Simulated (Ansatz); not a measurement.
A set of 12 reactions (ligand exchange), with CCSD(T)/CBS values in kJ/mol:

| reaction | ΔE |
| --- | --- |
| `N[Si](N)(O)Cl` + HBr → `N[Si](N)(Cl)Br` + H₂O | 10.9 |
| `NB(S)Cl` + HBr → `NB(Cl)Br` + H₂S | -17.0 |
| `N[SiH](O)[SiH2]F` + HBr → `N[SiH](O)Br` + `F[SiH3]` | -129.5 |
| `[Cl][GaH][GeH3]` + `F[SiH](F)S` → `F[SiH](F)[S][GeH3]` + `[Cl][GaH2]` | -10.8 |
| `B[CH2][AlH2]` + `[OH][GaH2]` → `B[O][GaH2]` + `[CH3][AlH2]` | -90.8 |
| `N[SiH](F)[SiH2]F` + CH₃SH → `CS[SiH](N)F` + `F[SiH3]` | -86.9 |
| `B[CH2][AlH2]` + `[SiH3]S` → `BS[SiH3]` + `[CH3][AlH2]` | -52.0 |
| `[SiH3][GeH2][GaH2]` + `NC(O)(F)F` → `OC(F)(F)N[SiH3]` + `[GaH2][GeH3]` | -19.5 |
| `C[SiH2][SiH](O)F` + H–F → `O[SiH](F)F` + `C[SiH3]` | -173.9 |
| `B[CH2][AlH][OH]` + `CB(N)N` → `BNB(C)N` + `[CH3][AlH][OH]` | -92.5 |
| `[SiH3][SiH2]I` + `BN[SiH2]Cl` → `BN([SiH2][SiH3])[SiH2]Cl` + HI | 51.0 |
| `N[SiH2]S[SiH3]` + `N[AsH2]` → `[SiH3]N[AsH2]` + `N[SiH2]S` | 8.5 |

Program: Ansatz. Geometries: PBE0-D4/def2-TZVP. ΔE: electronic, gas phase. CBS: MP2 limit from def2 TZ/QZ plus the TZ coupled-cluster correction, frozen cores. This one scheme is used for every species. DFT in def2-TZVPP. B3LYP here is the variant with VWN-RPA as its local correlation; programs differ in this. Elements past krypton have def2 core potentials. For As, Br, Ga, Ge, I outer-core shells are correlated without core-valence functions, which leaves a few kJ/mol of doubt a bond. Scalar relativity is left out up to krypton. Each species was taken in one conformer, which may not be the lowest.

Question: Give the mean, mean absolute and largest difference (level minus CCSD(T)/CBS, kJ/mol) for: PBE0-D4, ωB97X-V, ωB97M-V, B2PLYP, PBE, r2SCAN, B3LYP, MP2/def2-TZVPP, SCS-MP2/def2-TZVPP, CCSD(T)/def2-TZVPP, MP2/def2-QZVPP, SCS-MP2/def2-QZVPP, HF/CBS(def2), CCSD/CBS(def2). (Best estimate.)

Answer: The calculation gave: 
```tsv
level	mean	mean absolute	largest
PBE0-D4	5.3	5.7	15.8
ωB97X-V	0.2	3.1	6.0
ωB97M-V	-1.4	2.8	-6.4
B2PLYP	-1.2	3.9	-10.4
PBE	8.9	9.0	20.2
r2SCAN	2.1	3.1	5.8
B3LYP	1.4	6.0	11.8
MP2/def2-TZVPP	-3.7	3.9	-9.0
SCS-MP2/def2-TZVPP	-4.4	5.5	-12.5
CCSD(T)/def2-TZVPP	-0.6	2.9	-8.8
MP2/def2-QZVPP	-3.5	4.0	-11.0
SCS-MP2/def2-QZVPP	-4.3	4.7	-11.6
HF/CBS(def2)	-8.6	13.2	-37.1
CCSD/CBS(def2)	-0.6	1.8	-4.3
```

The largest T1 diagnostic in the set is 0.016, for `B[O][GaH2]` (customary mark 0.02).

CCSD(T)/CBS is a level of theory with its own doubt, and the functionals carry their triple-zeta basis error, so these figures describe this set and don't rank the functionals.
